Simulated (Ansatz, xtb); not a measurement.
**Relaxing a trial structure of C3H5BrOSi**

The starting geometry of this gas-phase singlet was built from a drawn formula by distance geometry and a force field; its bonds are those of `BrCC1=C[SiH2]O1`.

```xyz
11

C     0.9075    0.8304   -2.7646
C     0.8018    0.4849   -1.2230
C     0.8724    1.3777   -0.2359
Br   -0.8424    1.4068   -3.4112
O     0.5998   -0.6694   -0.6308
Si    0.5883   -0.0703    0.8795
H     1.6147    1.6279   -2.9765
H     1.1839   -0.1074   -3.3336
H     1.0802    2.3945   -0.0475
H    -0.7849   -0.1011    1.5269
H     1.7472   -0.5354    1.6814
```

Task: Predict what becomes of its bonds when it is optimised with r2SCAN-D4/def2-SVP.

Result: It keeps its bonds, and is `BrCC1=C[SiH2]O1`.

The energy falls by 1.05 eV over 12 steps:

```tsv
step	E − E(last) (eV)
1	1.050
2	0.275
3	0.057
5	0.020
6	0.012
7	0.004
8	0.002
10	0.000
11	0.000
12	0.000
```

Final geometry (Å):

```xyz
11

C     0.8817    0.8632   -2.6740
C     0.7899    0.6339   -1.2145
C     1.0676    1.4336   -0.1465
Br   -0.9056    0.8568   -3.5006
O     0.3674   -0.6138   -0.7962
Si    0.5574   -0.0336    0.8410
H     1.3356    1.8350   -2.8995
H     1.4339    0.0490   -3.1633
H     1.4082    2.4668   -0.1464
H    -0.7354   -0.0232    1.5762
H     1.5682   -0.8292    1.5887
```

From the same start GFN2-xTB reaches the same bonding as this run.

No frequencies were run, so the end isn't proven a minimum. Run with Ansatz 0.2.0, 29 s on 4 threads of Arm Neoverse V1, with other jobs on the host.
